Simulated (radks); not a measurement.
Task: The rhenium ion Re4+, 71 electrons, occupied as [Xe] 4f14 5d3. Calculated with a radial shooting solver on a logarithmic mesh with Libxc functionals: scalar-relativistic Kohn-Sham, XLYP, spin-polarised, spherical densities, finite nucleus; open shells are filled with parallel spins first (spin-orbit coupling, left out, can overturn this in heavy ions); Fermi nuclear charge, rms radius 5.3698 fm. Some entries of the table are withheld. Estimate them.

orbital,occ.,eigenvalue (eV),<r^2> (bohr^2),<r> (bohr)
1s down,1,-71693.31,0.0004480,0.01804
1s up,1,-71693.30,0.0004480,0.01804
2s up,1,-12468.34,0.006876,0.07622
2s down,1,-12468.15,0.006876,0.07622
2p up,3,-10889.66,0.005707,0.06834
2p down,3,-10889.50,0.005707,0.06834
3s up,1,-2920.781,0.04457,0.1974
3s down,1,-2920.723,0.04457,0.1974
3p up,3,-2455.092,0.04539,0.1979
3p down,3,-2455.025,0.04539,0.1979
3d up,5,-1926.371,0.03763,0.1792
3d down,5,-1926.242,0.03763,0.1792
4s up,1,-644.6527,0.2191,0.4406
4s down,1,-644.4706,0.2191,0.4406
4p up,3,-491.8446,0.2497,0.4686
4p down,3,-491.6746,0.2497,0.4686
4d up,5,-299.9456,0.2896,0.5000
4d down,5,-299.7452,0.2893,0.4999
5s up,1,-129.9927,(1),1.031
5s down,1,-128.3943,(2),1.026
5p up,3,-91.3397,1.589,1.187
5p down,3,-89.3326,1.578,1.182
4f up,7,-86.9571,0.4173,0.5798
4f down,7,-86.5828,0.4119,0.5768
5d up,3,-46.7410,2.924,1.598
5d down,0,-44.5875,3.015,1.619

Result: 
(1) 5s up <r^2> (bohr^2): 1.191
(2) 5s down <r^2> (bohr^2): 1.179
